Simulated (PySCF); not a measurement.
The same groups moved round the core (butadiene methyl+boryl). All species are isolated molecules in the gas phase. One relaxed conformer stands for each flexible species; it need not be the lowest. Strings in code marks are SMILES.

Calculation: PBE-D3(BJ)/def2-TZVP // CAM-B3LYP-D3(BJ)/def2-TZVP in PySCF 2.14.0. Excitations are Tamm–Dancoff values on a coarser integration grid. The basis has no diffuse functions, so Rydberg states are missing or too high.

```json
[
 {"species": "`B/C(C=C)=C/C`", "S1 oscillator strength": "0.061", "S1–T1 gap (TDA) (eV)": "1.13", "HOMO–LUMO gap (eV)": "3.22"},
 {"species": "`C(/B)(=C/C)C=C`", "S1 oscillator strength": "0.050", "S1–T1 gap (TDA) (eV)": "1.03", "HOMO–LUMO gap (eV)": "2.92"},
 {"species": "`B/C=C/C=C/C`", "S1 oscillator strength": "0.000", "S1–T1 gap (TDA) (eV)": "1.78", "HOMO–LUMO gap (eV)": "3.17"},
 {"species": "`B/C=C\\C=C/C`", "S1 oscillator strength": "0.000", "S1–T1 gap (TDA) (eV)": "1.73", "HOMO–LUMO gap (eV)": "3.02"}
]
```
